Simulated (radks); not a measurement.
Q: Species: Cl3+. Configuration: [Ne] 3s0.5 3p3.5 (fractional occupations, a model configuration). All-electron calculation, scalar-relativistic Kohn-Sham, PBE, spin-polarised, spherical densities, finite nucleus; open shells are filled with parallel spins first; Fermi nuclear charge, rms radius 3.3654 fm. Program: a radial shooting solver on a logarithmic mesh with Libxc functionals. Some entries of the table are withheld. Estimate them.

| orbital | occ. | eigenvalue (eV) | <r> (bohr) |
|---|---|---|---|
| 1s up | 1 | -2799.246 | 0.09097 |
| 1s down | 1 | -2798.538 | 0.09095 |
| 2s up | 1 | -299.1786 | 0.4434 |
| 2s down | 1 | -298.4112 | 0.4431 |
| 2p up | 3 | -238.3449 | (1) |
| 2p down | 3 | -237.3727 | (2) |
| 3s up | 0.5 | -61.4839 | 1.384 |
| 3s down | 0 | -56.5576 | 1.393 |
| 3p up | 3 | -47.5561 | 1.495 |
| 3p down | 0.5 | -42.8085 | 1.524 |

A: 
(1) 2p up <r> (bohr): 0.4057
(2) 2p down <r> (bohr): 0.4054
